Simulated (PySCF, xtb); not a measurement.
C2H5BF2O, SMILES OCB(F)CF.

Coordinates come from a r2SCAN-D4/def2-SVP optimisation. The structure was generated by enumeration, and PubChem lists no compound with its InChIKey, so it may never have been made. The values are those of a single conformer.

Level of theory: C-PCM-PBE0/def2-SVP (PySCF).

The values are the electrostatic part of the solvation free energy, E(continuum) − E(gas) at the gas-phase geometry, in a cavity of scaled van der Waals radii (PySCF's table); cavitation and dispersion terms are not included. In vacuum the orbital gap is 7.16 eV. The dipole moment in vacuum is 2.00 D.

Computed values in water (ε = 78.36), N,N-dimethylformamide (ε = 37.22), acetone (ε = 20.49):
```json
[
 {"solvent": "water", "ε": "78.36", "ΔG(elec) (kcal/mol)": "-6.3", "dipole (D)": "2.46", "gap (eV)": "7.46"},
 {"solvent": "N,N-dimethylformamide", "ε": "37.22", "ΔG(elec) (kcal/mol)": "-6.2", "dipole (D)": "2.45", "gap (eV)": "7.46"},
 {"solvent": "acetone", "ε": "20.49", "ΔG(elec) (kcal/mol)": "-6.1", "dipole (D)": "2.44", "gap (eV)": "7.45"}
]
```

For comparison, GFN2-xTB/ALPB(water) (xtb, at the GFN2-xTB geometry, all terms of that model) gives -6.0 kcal/mol.
